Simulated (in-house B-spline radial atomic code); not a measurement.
A fraction x of an electron is removed from 4p in the krypton ion Kr⁺, starting from [Ar] 3d10 4s2 4p5 and keeping the highest spin. All numbers are computed (non-relativistic TPSSh, spin-polarised, spherical fractional occupations; point nucleus) with a radial B-spline atomic code at the basis-set limit, not measured.

Caution: exact exchange at fractional occupations of open shells leaves self-interaction of up to several eV.

```
   x  E(x) - E(0) (eV)  4p down level (eV)
   0            0.0000             -19.412
0.01            0.1946             -19.510
0.22            4.5106             -21.600
0.37            7.8639             -23.112
0.41            8.7965             -23.518
 0.5           10.9543             -24.435
0.56           12.4389             -25.049
0.65           14.7348             -25.974
 0.8           18.7471             -27.525
0.96           23.2842             -29.191
   1           24.4602             -29.609
```

The exact functional would give a straight line between the two integer points. Deviations E(x) - E(0) - x[E(1) - E(0)], in eV: -0.05 at x = 0.01, -0.871 at x = 0.22, -1.186 at x = 0.37, -1.232 at x = 0.41, -1.276 at x = 0.5, -1.259 at x = 0.56, -1.164 at x = 0.65, -0.821 at x = 0.8, -0.198 at x = 0.96.

The curve lies below the straight line by up to 1.276 eV (at x = 0.5): convex, the delocalisation error, to which spherically averaged exact exchange adds.

How well does Slater's transition state (minus the level at half occupation) give the ionisation energy?

It gives 24.435 eV against 24.460 eV from the two total energies; NIST lists 24.36 eV, ground level to ground level. The end point has an open shell averaged over its orbitals, so its exact exchange keeps a self-interaction and this is no true integer point.
